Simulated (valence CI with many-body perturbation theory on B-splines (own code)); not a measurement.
**Forbidden lines of Ir27+**

Computed by relativistic CI+MBPT: four valence electrons over a frozen Dirac-Fock core [Kr] 4d10, a basis of 8 s, 8 p, 9 d, 9 f, 6 g, 3 h, 2 i functions for each j, with the one-electron correlation potential Σ1, the two-electron term Σ2, the three-electron term Σ3, Breit, model QED; selected CI, second order for the rest, scaled by the run's own slope (own B-spline code, finite nucleus).

No measured spectrum was set against this ion. As an estimate, large intervals hold to a few tenths of a per cent, small ones and those within an open d or f shell to about a per cent. Core correlation moves these levels by up to 5000 cm⁻¹, and in measured spectra 5 to 20 % of such shifts remained as error; rates that hang on mixing are uncertain with them. Only levels of the ground parity were solved; by the run's estimate the other parity begins above the list, which can be wrong where configurations are misplaced.

Lines 1 to 50 of 120 in falling wavelength, among levels below 162210 cm⁻¹, chosen from the decays that carry over 1 % of a level's rate. Wavelengths and rates use the calculated energies. S is in atomic units (e²a₀⁴ for E2 and M2, e²a₀⁶ for E3), for M1 in squared Bohr magnetons. Weak lines are less certain than strong ones. Lines between different terms over intervals too small for the method are left out, as are lines whose strength nearly cancels. Where a level lies close to another of its J and parity, the split of strength between their lines is uncertain.

Levels are named by their leading jj configuration (3d3/2^4 stands for four electrons in 3d with j = 3/2), which in mixed levels can hold well under half, so a name can repeat and another be missing. Letters in brackets count levels of one name in rising energy.

```
λ vac (nm)                      Upper                      Lower  Type   A (s⁻¹)  S (a.u.)
      1709    (4f5/2^3 4f7/2) J=2 [b]    (4f5/2^3 4f7/2) J=3 [a]    M1  1.90e+00  1.76e+00
      1394    (4f5/2^3 4f7/2) J=3 [a]    (4f5/2^3 4f7/2) J=4 [a]    M1  7.18e+00  5.06e+00
      1227  (4f5/2^2 4f7/2^2) J=6 [d]  (4f5/2^2 4f7/2^2) J=5 [c]    M1  5.27e+00  4.69e+00
      1162    (4f5/2^3 4f7/2) J=8 [a]    (4f5/2^3 4f7/2) J=7 [a]    M1  1.59e+01  1.57e+01
      1120  (4f5/2^2 4f7/2^2) J=0 [a]      (4f5/2^2 4f7/2^2) J=1    M1  2.61e+01  1.36e+00
     888.7    (4f5/2^3 4f7/2) J=7 [a]  (4f5/2^2 4f7/2^2) J=6 [a]    M1  6.73e+01  2.62e+01
     884.6    (4f5/2^3 4f7/2) J=2 [a]    (4f5/2^3 4f7/2) J=1 [a]    M1  2.01e+01  2.58e+00
     880.2    (4f5/2^3 4f7/2) J=1 [a]              (4f5/2^4) J=2    M1  5.96e+01  4.52e+00
     868.8  (4f5/2^2 4f7/2^2) J=6 [d]  (4f5/2^2 4f7/2^2) J=5 [b]    M1  1.44e+01  4.56e+00
     855.6  (4f5/2^2 4f7/2^2) J=6 [c]  (4f5/2^2 4f7/2^2) J=5 [a]    M1  1.83e+01  5.52e+00
     733.7    (4f5/2^3 4f7/2) J=3 [b]    (4f5/2^3 4f7/2) J=4 [a]    M1  2.24e+01  2.29e+00
     733.7  (4f5/2^2 4f7/2^2) J=4 [a]    (4f5/2^3 4f7/2) J=3 [b]    M1  3.64e+01  4.79e+00
     719.4    (4f5/2^3 4f7/2) J=2 [b]    (4f5/2^3 4f7/2) J=1 [a]    M1  1.27e+01  8.74e-01
     718.7  (4f5/2^2 4f7/2^2) J=3 [b]  (4f5/2^2 4f7/2^2) J=2 [a]    M1  2.75e+01  2.65e+00
     698.2    (4f5/2^3 4f7/2) J=1 [b]              (4f5/2^4) J=0    M1  1.12e+02  4.23e+00
     635.4  (4f5/2^2 4f7/2^2) J=5 [c]  (4f5/2^2 4f7/2^2) J=4 [b]    M1  1.45e+02  1.52e+01
     634.5  (4f5/2^2 4f7/2^2) J=6 [a]    (4f5/2^3 4f7/2) J=5 [a]    M1  2.42e+02  2.97e+01
     625.4  (4f5/2^2 4f7/2^2) J=3 [b]  (4f5/2^2 4f7/2^2) J=4 [b]    M1  9.12e+00  5.79e-01
     619.2  (4f5/2^2 4f7/2^2) J=5 [a]  (4f5/2^2 4f7/2^2) J=4 [a]    M1  1.20e+02  1.16e+01
     618.9    (4f5/2^3 4f7/2) J=1 [b]  (4f5/2^2 4f7/2^2) J=2 [a]    M1  4.01e+00  1.06e-01
     515.2    (4f5/2^3 4f7/2) J=3 [a]              (4f5/2^4) J=2    M1  1.29e+02  4.58e+00
     497.8  (4f5/2^2 4f7/2^2) J=4 [a]    (4f5/2^3 4f7/2) J=3 [a]    M1  1.85e+02  7.62e+00
     492.7    (4f5/2^3 4f7/2) J=5 [a]              (4f5/2^4) J=4    M1  4.39e+02  2.14e+01
     486.1  (4f5/2^2 4f7/2^2) J=2 [c]  (4f5/2^2 4f7/2^2) J=2 [a]    M1  3.16e+01  6.72e-01
     483.9  (4f5/2^2 4f7/2^2) J=5 [a]    (4f5/2^3 4f7/2) J=5 [b]    M1  8.53e+01  3.94e+00
     441.2    (4f5/2^3 4f7/2) J=2 [a]              (4f5/2^4) J=2    M1  1.32e+02  2.10e+00
     439.7    (4f5/2^3 4f7/2) J=5 [b]    (4f5/2^3 4f7/2) J=4 [a]    M1  2.27e+02  7.85e+00
     439.4  (4f5/2^2 4f7/2^2) J=8 [a]    (4f5/2^3 4f7/2) J=8 [b]    M1  2.13e+01  1.14e+00
     422.2      (4f5/2^2 4f7/2^2) J=9    (4f5/2^3 4f7/2) J=8 [b]    M1  1.74e+02  9.22e+00
     414.2    (4f5/2^3 4f7/2) J=8 [b]    (4f5/2^3 4f7/2) J=8 [a]    M1  3.44e+02  1.54e+01
     395.8    (4f5/2^3 4f7/2) J=2 [b]              (4f5/2^4) J=2    M1  1.03e+02  1.18e+00
     394.6  (4f5/2^2 4f7/2^2) J=4 [b]    (4f5/2^3 4f7/2) J=3 [b]    M1  4.78e+02  9.80e+00
     386.6    (4f5/2^3 4f7/2) J=3 [b]              (4f5/2^4) J=2    M1  3.37e+02  5.06e+00
     379.0  (4f5/2^2 4f7/2^2) J=4 [c]  (4f5/2^2 4f7/2^2) J=4 [a]    M1  2.23e+01  4.05e-01
     373.4    (4f5/2^3 4f7/2) J=7 [b]    (4f5/2^3 4f7/2) J=7 [a]    M1  2.68e+02  7.77e+00
     366.8  (4f5/2^2 4f7/2^2) J=4 [a]    (4f5/2^3 4f7/2) J=4 [a]    M1  2.23e+02  3.68e+00
     364.7  (4f5/2^2 4f7/2^2) J=2 [a]    (4f5/2^3 4f7/2) J=3 [b]    M1  1.20e+02  1.08e+00
     360.9  (4f5/2^2 4f7/2^2) J=3 [b]  (4f5/2^2 4f7/2^2) J=4 [a]    M1  9.67e+01  1.18e+00
     356.8  (4f5/2^2 4f7/2^2) J=2 [a]    (4f5/2^3 4f7/2) J=2 [b]    M1  2.04e+02  1.72e+00
     349.5  (4f5/2^2 4f7/2^2) J=5 [b]    (4f5/2^3 4f7/2) J=5 [b]    M1  1.84e+02  3.21e+00
     348.2  (4f5/2^2 4f7/2^2) J=8 [a]    (4f5/2^3 4f7/2) J=7 [b]    M1  2.82e+02  7.49e+00
     344.3  (4f5/2^2 4f7/2^2) J=3 [a]    (4f5/2^3 4f7/2) J=2 [b]    M1  2.00e+01  2.11e-01
     342.6    (4f5/2^3 4f7/2) J=4 [a]    (4f5/2^3 4f7/2) J=5 [a]    M1  1.01e+02  1.36e+00
     326.5  (4f5/2^2 4f7/2^2) J=2 [a]    (4f5/2^3 4f7/2) J=2 [a]    M1  8.22e+01  5.30e-01
     323.6  (4f5/2^2 4f7/2^2) J=4 [c]    (4f5/2^3 4f7/2) J=5 [b]    M1  2.12e+02  2.39e+00
     316.0  (4f5/2^2 4f7/2^2) J=3 [a]    (4f5/2^3 4f7/2) J=2 [a]    M1  7.61e+02  6.24e+00
     314.4  (4f5/2^2 4f7/2^2) J=4 [b]    (4f5/2^3 4f7/2) J=3 [a]    M1  5.55e+01  5.76e-01
     313.6  (4f5/2^2 4f7/2^2) J=5 [b]  (4f5/2^2 4f7/2^2) J=6 [b]    M1  4.08e+01  5.13e-01
     312.8  (4f5/2^2 4f7/2^2) J=5 [c]    (4f5/2^3 4f7/2) J=5 [b]    M1  1.16e+02  1.45e+00
     309.1  (4f5/2^2 4f7/2^2) J=6 [c]    (4f5/2^3 4f7/2) J=5 [b]    M1  2.90e+02  4.13e+00
```
